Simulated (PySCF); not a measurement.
Results of a calculation; reference values are marked as such.
AlH4S4

AlH4S4 is a small molecule, neutral, doublet. The structure, one conformer, was relaxed in the gas phase by PBE0-D3(BJ)/def2-SVP. Frequencies by PBE0-D3(BJ)/def2-SVP show no clear imaginary mode.

SMILES: [SH][Al]([SH])([SH])[SH]

```
atom   x (Å)   y (Å)   z (Å)
 Al1   0.138   0.039   0.154
  S2  -0.665   0.879   2.021
  S3  -1.029   1.067  -1.571
  S4   2.261  -0.395  -0.219
  S5  -1.047  -1.715  -0.806
  H6   0.022   0.012   2.799
  H7  -0.119   0.701  -2.502
  H8   2.663   0.811   0.243
  H9  -2.179  -1.422  -0.126
```

EPR values by unrestricted B3LYP, pcH-1 on Al H S.

(1) Predict g and the largest hyperfine couplings. Where does the spin sit?

Answers

(1) g = 2.0030, 2.0090, 2.0186. The spin sits on S5 (52 %, bonded to 1 Al + 1 H), S3 (52 %, bonded to 1 Al + 1 H) by Mulliken populations.
```csv
atom,isotope,isotropic (MHz),"dipolar, principal values (MHz)"
S5,33S,31.2,"-54.2, -52.8, 107.0"
S3,33S,31.1,"-54.2, -52.8, 107.0"
H9,1H,-22.3,"-13.2, 0.0, 13.3"
H7,1H,-22.3,"-13.2, 0.0, 13.3"
Al1,27Al,-19.7,"-0.5, -0.1, 0.6"
H8,1H,-0.5,"-0.9, -0.5, 1.4"
```
